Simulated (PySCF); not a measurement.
# Simulated characterisation data

[PySCF 2.14.0 with density-fitted response routines: coordinates at the GFN2-xTB level; PBE0/pcSseg-1 with gauge-including orbitals; averaged over atoms made equivalent by symmetry, fast rotation or ring inversion; non-relativistic Hamiltonian; isolated molecule; a single conformation]

Referencing at the same level of theory: 1H and 13C against TMS. Splittings of carbon signals by F and P are missing where no couplings were computed. Where no couplings were computed, multiplicities follow the n + 1 count of equivalent neighbours, and m marks all less simple cases (inequivalent or close neighbours, rings, F or P nearby). Shifts are as computed. Against solution values, carbons near 30 ppm lie about +3 ppm off and those near 130 ppm about +5 ppm. Of 1313 compounds with measured shifts, 239 miss one by over three times the rms of a fit or turn the order of signals round; such compounds aren't used in these exercises.

**1.** SMILES FC1(F)C[C@H]2C[C@@H]1C2, C₆H₈F₂. 1H NMR (500 MHz, computed): δ 2.53 (m, 1H), 2.33 (m, 1H), 2.20 (m, 2H), 1.89 (m, 2H), 1.53 (m, 2H). 13C{1H} NMR (computed): δ 137.2, 50.4, 45.2, 40.0, 37.6.

**2.** `InChI=1S/C6H8F2/c7-5-2-3-1-4(3)6(5)8/h3-6H,1-2H2/t3-,4-,5-,6-/m1/s1`. 1H NMR (500 MHz, computed): δ 5.71 (m, 1H), 5.07 (m, 1H), 2.54 (m, 1H), 2.20 (m, 1H), 1.71 (m, 1H), 1.46 (m, 1H), 0.62 (m, 1H), 0.28 (m, 1H). 13C{1H} NMR (computed): δ 106.4 (CH), 102.8 (CH), 38.3 (CH2), 23.6 (CH), 20.1 (CH), 10.4 (CH2).
